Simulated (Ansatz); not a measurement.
Input (CCSDTQ/def2-SVP; Ansatz, a first-principles code):

Ansatz 0.2 input:
```yaml
crystal:
  periodic: [false, false, false]
  atoms:
    - {symbol: Sr, position_ang: [0.21449557, -0.11091325, -0.16384596]}
    - {symbol: F, position_ang: [-0.68239543, 1.67362700, -0.92907557]}
    - {symbol: F, position_ang: [-0.22325252, -1.20532662, 1.62086962]}
basis:
  gaussian:
    orbitals: def2-SVP
magnetization: {spin_polarized: false}
correlation: {method: ccsdtq, electrons: outside_noble_gas}
```

Output:

```
Functional definition: HF
integrals: 0.03 GiB planned
887 factors; integrals over basis functions are off by at most 5.3e-8 eV
mean field: 0.13 GiB planned
mean field evaluation 1: about -6232.4604 eV, gradient 4.9e1 eV
mean field evaluation 2: about -6232.4837 eV, gradient 4.9e1 eV
mean field evaluation 4: about -6236.7417 eV, gradient 8.9e-1 eV
mean field evaluation 8: about -6236.7418 eV, gradient 2.3e-5 eV
mean field evaluation 16: about -6236.7415 eV, gradient 2.9e-1 eV
mean field -6236.74177766 eV, -229.1960329137 hartree, gradient 4.7e-6 eV, S^2 0.000000; 0 other end points of the search recorded, 0 dependent functions left out
6 core orbitals not correlated, not the lowest: weight in the atoms' cores, before any rotation towards them, 0.893 or more for the frozen orbitals, at most 0.090 for the correlated occupied ones
reference -6236.74177766 eV, -229.1960329137 hartree; 8, 8 occupied and 37, 37 virtual orbitals, 887 factors
second order -11.19039239 eV of doubles, -0.00000000 eV of singles
coupled cluster: 13.46 GiB planned
cycle   1  -10.86537981 eV  change    3.3e-1 eV  update   1.2e-1
cycle   2  -11.20449189 eV  change   -3.4e-1 eV  update   8.2e-2
cycle   3  -11.33432089 eV  change   -1.3e-1 eV  update   2.6e-2
cycle   4  -11.36083082 eV  change   -2.7e-2 eV  update   2.0e-2
cycle   5  -11.34358475 eV  change    1.7e-2 eV  update   5.6e-3
cycle   6  -11.33964478 eV  change    3.9e-3 eV  update   5.8e-3
cycle   7  -11.34245071 eV  change   -2.8e-3 eV  update   2.0e-3
cycle   8  -11.34280763 eV  change   -3.6e-4 eV  update   1.5e-3
cycle   9  -11.34238202 eV  change    4.3e-4 eV  update   6.1e-4
cycle  10  -11.34225580 eV  change    1.3e-4 eV  update   3.3e-4
cycle  11  -11.34237581 eV  change   -1.2e-4 eV  update   1.6e-4
cycle  12  -11.34236267 eV  change    1.3e-5 eV  update   8.9e-5
cycle  13  -11.34235571 eV  change    7.0e-6 eV  update   2.3e-5
cycle  14  -11.34235690 eV  change   -1.2e-6 eV  update   3.0e-5
cycle  15  -11.34235993 eV  change   -3.0e-6 eV  update   1.4e-5
cycle  16  -11.34236057 eV  change   -6.4e-7 eV  update   7.7e-6
cycle  17  -11.34236080 eV  change   -2.3e-7 eV  update   4.6e-6
cycle  18  -11.34236051 eV  change    2.9e-7 eV  update   4.3e-6
cycle  19  -11.34236038 eV  change    1.3e-7 eV  update   2.6e-6
cycle  20  -11.34236024 eV  change    1.4e-7 eV  update   1.1e-6
Total energy: -6248.08413790 eV, -229.6128569644 hartree
```
